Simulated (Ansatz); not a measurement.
CH6BNSi, SMILES `B[SiH2]N=C`, relaxed with RKS PBE-D4/def2-SVP in the Gaussian-basis code of Ansatz from a rough embedded geometry. The force threshold is 0.03 eV/Å; the program also tests the step.

Charge 0, multiplicity 1.

Start:

```xyz
10

B    -0.657    1.763    0.954
Si   -0.194    0.521   -0.367
N     0.338   -0.962    0.410
C     0.794   -2.045   -0.303
H    -0.102    2.846    1.068
H    -1.530    1.538    1.794
H     0.913    1.052   -1.192
H    -1.323    0.224   -1.207
H     1.041   -2.945    0.225
H     0.722   -1.993   -1.379
```

```tsv
step	energy (eV)	largest force (eV/Å)	largest move (Å)
1	-11162.5185	5.924	0.000
2	-11162.8542	3.057	0.196
3	-11163.1839	0.577	0.200
4 (rejected)	-11163.1703	0.695	0.196
5	-11163.2206	0.224	0.098
6	-11163.2343	0.116	0.100
7	-11163.2475	0.098	0.150
8	-11163.2511	0.339	0.196
9	-11163.2646	0.087	0.162
10 (rejected)	-11163.2629	0.173	0.076
11	-11163.2671	0.080	0.038
12	-11163.2720	0.184	0.098
13 (rejected)	-11163.2709	0.383	0.148
14	-11163.2817	0.129	0.073
15	-11163.2908	0.134	0.073
16	-11163.3024	0.326	0.110
17	-11163.3289	0.278	0.169
18	-11163.3472	0.372	0.200
19	-11163.3588	0.229	0.064
20 (rejected)	-11163.3455	0.614	0.195
21	-11163.3692	0.084	0.098
22	-11163.3720	0.056	0.068
23	-11163.3723	0.048	0.099
24	-11163.3726	0.107	0.098
25	-11163.3730	0.104	0.020
26 (rejected)	-11163.3712	0.130	0.044
27	-11163.3742	0.015	0.013
```

End:

```xyz
10

B    -0.770    1.674    1.001
Si    0.174    0.619   -0.425
N     0.818   -0.917    0.190
C     0.500   -2.069   -0.248
H    -1.337    2.706    0.692
H    -0.775    1.347    2.172
H     1.366    1.450   -0.842
H    -0.703    0.438   -1.656
H     0.937   -2.987    0.213
H    -0.210   -2.261   -1.097
```

It took 32 s on 2 threads of an AMD EPYC 7B13 on a shared host, with 0.17 GiB of host memory at the peak.
